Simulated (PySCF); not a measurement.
Input of a response calculation (the driver script's job line, then coordinates in Å):

```
{"job": {"kind": "uv", "xc": "CAM-B3LYP", "basis": "def2-SVPD", "nstates": 8, "ntriplets": 3}, "charge": 0, "multiplicity": 1}
C      2.473520     0.390201     0.743881
As     1.417511    -1.254508     0.747321
Al    -0.442172    -0.012649    -0.652679
C     -2.339959    -0.460673    -0.170394
C     -2.199581     0.945460     0.455618
O     -0.812689     1.343449     0.314994
H      3.543682     0.206572     0.643943
H      2.286685     0.940592     1.667425
H      2.127241     1.010218    -0.088327
H      2.212837    -1.978674    -0.290802
H      2.178667    -1.944209     1.856475
H      0.502752    -0.131536    -1.868167
H     -2.555408    -1.207845     0.599016
H     -3.152749    -0.497823    -0.896546
H     -2.811302     1.690362    -0.057698
H     -2.436632     0.970009     1.519494
```

The program printed:

```
coarse grid: 59128 points
cycle   1  E = -2673.2520053013  dE = -1.780e-01  |g| = 8.438e-01  |ddm| = 5.385e+00
cycle   2  E = -2673.0655394976  dE =  1.865e-01  |g| = 1.306e+00  |ddm| = 2.223e+00
cycle   3  E = -2673.3979059394  dE = -3.324e-01  |g| = 1.190e-01  |ddm| = 1.352e+00
cycle   4  E = -2673.4003370826  dE = -2.431e-03  |g| = 5.351e-02  |ddm| = 2.468e-01
cycle   5  E = -2673.4009769016  dE = -6.398e-04  |g| = 5.634e-03  |ddm| = 8.118e-02
cycle   6  E = -2673.4009880629  dE = -1.116e-05  |g| = 1.852e-03  |ddm| = 1.628e-02
cycle   7  E = -2673.4009893118  dE = -1.249e-06  |g| = 6.547e-04  |ddm| = 5.135e-03
final grid: 123520 points
cycle   8  E = -2673.4010468542  dE = -1.613e-07  |g| = 5.834e-04  |ddm| = 6.265e-03
cycle   9  E = -2673.4010468592  dE = -5.086e-09  |g| = 6.257e-04  |ddm| = 1.596e-03
cycle  10  E = -2673.4010469435  dE = -8.427e-08  |g| = 7.980e-05  |ddm| = 7.977e-04
cycle  11  E = -2673.4010469451  dE = -1.552e-09  |g| = 3.281e-05  |ddm| = 1.166e-04
cycle  12  E = -2673.4010469456  dE = -4.929e-10  |g| = 5.910e-06  |ddm| = 1.193e-04
converged SCF energy = -2673.4010469456

Static polarisability (au): isotropic 98.432, principal 87.700 91.145 116.451

Singlet excitations
state   eV       nm        f      main configurations
  1   5.2837    234.7   0.00572   H->L 0.94
  2   5.7424    215.9   0.08123   H-1->L 0.92
  3   6.0174    206.0   0.03861   H->L+1 0.67, H->L+2 0.16, H->L+4 0.09
  4   6.2544    198.2   0.01846   H-1->L+1 0.77
  5   6.3713    194.6   0.00204   H-2->L 0.92
  6   6.5666    188.8   0.05228   H->L+2 0.65, H->L+1 0.18
  7   6.7925    182.5   0.06489   H-3->L 0.56, H->L+3 0.23
  8   6.9609    178.1   0.08145   H->L+3 0.25, H-1->L+2 0.24, H-3->L 0.18

Triplet excitations (Tamm-Dancoff, eV): 4.9644 5.1485 5.6476
```

Computed, not measured: TDDFT CAM-B3LYP/def2-SVPD, vertical, gas phase, core orbitals frozen in the response (PySCF). One conformer (not necessarily the lowest) at the GFN2-xTB geometry, without solvent, vibrations or thermal averaging. The CAM-B3LYP/def2-SVPD calculation is non-relativistic and has no spin–orbit coupling, an omission that weighs most on arsenic.

Question: What transition dipole goes with state 8?

Answer: |μ|² = 3f / (2ΔE) = 3 × 0.0814 / (2 × 0.2558) ≈ 0.478 au, so |μ| = 1.76 D.

Question: Give the mean polarisability in Å³.

Answer: 98.43 au × 0.148185 = 14.59 Å³.

Question: Which orbital energies lie behind H and L?

Answer: HOMO -8.21 eV and LUMO -0.09 eV, a gap of 8.13 eV; state 1 differs from that by -2.84 eV.

Question: How many basis functions and electrons does this run hold?

Answer: 225 basis functions for 82 electrons in 41 doubly occupied orbitals.

Question: What is the polarisability anisotropy, √(½[(α1 − α2)² + (α2 − α3)² + (α3 − α1)²])?

Answer: 27.19 au.

Question: Write the structure that the coordinates describe.

Answer: `C[AsH2+][Al@H-]1[CH2]C[O]1` (C3H10AlAsO), point group C1.

The SCF starts on a coarse grid; the energy jumps when the final grid takes over, and dE counts afresh there. H and L stand for HOMO and LUMO.
